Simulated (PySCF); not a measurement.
The vertical singlet excitations below were computed for one of the candidates. Computed with PySCF 2.14.0, density-fitted response routines, TDDFT PBE0/def2-SVPD, vertical, gas phase, core orbitals frozen in the response. Geometries: GFN2-xTB, one conformer each.

```tsv
state	E (eV)	λ (nm)	f
S1	5.03	246.7	0.0002
S2	6.15	201.7	0.027
S3	6.34	195.6	0.344
S4	6.63	186.9	0.103
S5	7.68	161.4	0.0091
S6	7.72	160.6	0.030
```

Question: Which candidate is it? All have the formula C5H7FO3.
A. `COCOC(=O)/C=C/F`
B. `C=C[C@@H]1OCO[C@@H](F)O1`
C. `CO/C(F)=C\OC(C)=O`
D. `CO[C@@H]1OC[C@@H](F)C1=O`

Answer: A. Its S1 lies at 5.03 eV; the nearest of the others has S1 at 5.63 eV. S1 is HOMO→LUMO (61%), HOMO-2→LUMO (22%), HOMO-1→LUMO (14%). Löwdin shares by element: HOMO oxygen 63%, carbon 10% or more (atoms not listed hold the other 28%); LUMO carbon 64% or more, oxygen 13% or more (atoms not listed hold the other 23%). At the same level the other candidates give, for their lowest levels:
- `C=C[C@@H]1OCO[C@@H](F)O1`: 7.04 eV (f 0.002); 7.50 eV (f 0.000); 7.77 eV (f 0.002); 7.82 eV (f 0.469); 8.11 eV (f 0.039); T1 4.48 eV; HOMO -8.42, LUMO -0.39 eV
- `CO/C(F)=C\OC(C)=O`: 5.63 eV (f 0.072); 5.87 eV (f 0.003); 6.37 eV (f 0.008); 6.65 eV (f 0.023); 7.09 eV (f 0.184); T1 4.23 eV; HOMO -6.81, LUMO -0.08 eV
- `CO[C@@H]1OC[C@@H](F)C1=O`: 3.75 eV (f 0.001); 5.35 eV (f 0.001); 5.64 eV (f 0.001); 6.67 eV (f 0.002); 7.15 eV (f 0.002); T1 3.15 eV; HOMO -7.73, LUMO -1.84 eV

Conformer computed: `[CH3:1][O:2][CH2:3][O:4][C:5](=[O:6])/[CH:7]=[CH:8]/[F:9]`: C1–O2–C3–O4 69°, O2–C3–O4–C5 174°, C3–O4–C5–O6 1°, O4–C5–C7–C8 -179°.
Triplets come from the Tamm–Dancoff approximation.
